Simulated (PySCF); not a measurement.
# Broadened absorption spectrum of germanium monoxide

Species: germanium monoxide, GeO.
SMILES: `[O+]#[Ge-]`

Method: TDDFT CAM-B3LYP/aug-cc-pVTZ, vertical, gas phase, core orbitals frozen in the response in PySCF. Isolated species at its PBE0-D3(BJ)/def2-TZVP geometry, gas phase. The CAM-B3LYP/aug-cc-pVTZ calculation is non-relativistic and has no spin–orbit coupling, an omission that weighs most on germanium.

Each state is given a Gaussian of 0.3 eV full width at half maximum, with ε(max) = 2.175×10⁸ f / Δν̃ (Δν̃ the width in cm⁻¹). The width is an assumption, not a result. The curve ends short of the highest state used, and states not computed would add to its high-energy end.

E (eV), ε (L mol⁻¹ cm⁻¹) and a bar:
```
     4.32          0 
     4.44          3 
     4.55         63 
     4.67        759 ###
     4.78       3420 ##############
     4.90       7549 ##############################
     5.02       6862 ###########################
     5.13       2884 ###########
     5.25        479 ##
     5.36         42 
     5.48          1 
     5.59          0 
     5.71          0 
     5.82          0 
     5.94          0 
     6.06          0 
     6.17          0 
     6.29          0 
     6.40          0 
     6.52          4 
     6.63         51 
     6.75        335 #
     6.86        860 ###
     6.98       1027 ####
     7.10        505 ##
     7.21        121 
     7.33         11 
     7.44          3 
     7.56         64 
     7.67        716 ###
```

Task: Locate the maxima and give the states behind the curve.

Result: 251 nm (4.95 eV), ε about 8100, made up of S2 (50%) and S3 (50%); 179 nm (6.94 eV), ε about 1100, made up of S6 (100%) (ε in L mol⁻¹ cm⁻¹; maxima over ε = 5, shares over 10%). At its high-energy end, 7.67 eV, the curve is still rising (ε about 720, from S7 and S8). The states used: S1 4.77 eV (f 0.0000); S2 4.95 eV (f 0.045); S3 4.95 eV (f 0.045); S4 5.08 eV (f 0.0000); S5 5.08 eV (f 0.0000); S6 6.94 eV (f 0.012); S7 7.97 eV (f 0.064); S8 7.97 eV (f 0.064); S9 8.14 eV (f 0.010); S10 8.27 eV (f 0.535).

Task: On this curve, what absorbance would a 10⁻⁵ mol/L sample give at 254 nm over a 1 cm path?

Result: 254 nm is 4.881 eV, where ε is about 7100 L mol⁻¹ cm⁻¹, so A = ε c l ≈ 0.071 (Beer–Lambert, with the gas-phase spectrum and the assumed width).

Task: What would ε be at 4.95 eV, the highest of these maxima, with half the width (0.15 eV)?

Result: About 16100 L mol⁻¹ cm⁻¹ against 8080, a factor of about 2.00; a lone state at its own centre would give exactly 2.

Task: Coming from long wavelengths, where does ε first pass 100 L mol⁻¹ cm⁻¹?

Result: At about 271 nm (4.57 eV), 0.20 eV below S1.
